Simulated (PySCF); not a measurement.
**Ionising CuH**

PBE0; basis Cu def2-TZVPPD, H def2-TZVPPD; no relativity; PySCF 2.14. Neutral (UKS): singlet (closed shell), Re = 1.482 Å, ωe = 1882 cm⁻¹, De = 2.58 eV, HOMO -6.65 eV, LUMO -1.98 eV.

CuH⁺ (UKS): doublet (σ ↑), Re = 1.493 Å, ωe = 1701 cm⁻¹, De = 1.05 eV to Cu⁺ (3d10) + H. The energies at the minima are -1640.84039 hartree for CuH and -1640.49840 for CuH⁺.

Problem. Work out the adiabatic ionisation energy, without and with harmonic zero-point energies (1 hartree = 27.2114 eV, 1 eV = 8065.5 cm⁻¹), and the change of the bond length.

Solution. At PBE0: 0.34199 hartree = 9.306 eV between the minima; the zero-point term (1701.0 − 1882.0)/2 cm⁻¹ = -0.011 eV makes it 9.295 eV. Re changes by +1.1 pm against the neutral. Minus the HOMO energy is 6.65 eV, -2.66 eV from the value between the minima; self-interaction puts the Kohn–Sham level too high, less so with exact exchange. The electron leaves a σ orbital, and the small change of length marks it as nearly non-bonding.

For an ion De counts to the pair picked by the measured ionisation energies or electron affinities, which need not be the lowest pair at this level. The state is the lowest single determinant that the PBE0 search found; with open d or f shells the true ground state can be another one.
